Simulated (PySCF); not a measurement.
Correlation energy of W⁺ (tungsten, charge +1)

[Xe] 4f14 5d4 6s1, high-spin 6D determinant. Computed with PySCF 2.14 in def2-TZVPPD with the def2 core potential (60 electrons) (6s5p3d2f1g, 59 functions), with scalar relativity through the core potential. Frozen: 5s2 5p6; 5 electrons correlated.

```tsv
level	correlation energy (mhartree)
CCSD	-55.26
(T)	-0.95
CCSD(T)	-56.21
```

Diagnostics: T1 = 0.0040, D1 = 0.0103, largest double amplitude 0.023.

Spin-orbit coupling, absent here, splits the open shell strongly.

Cost of the coupled-cluster step: about 1.9 core-seconds, for 5 correlated electrons.
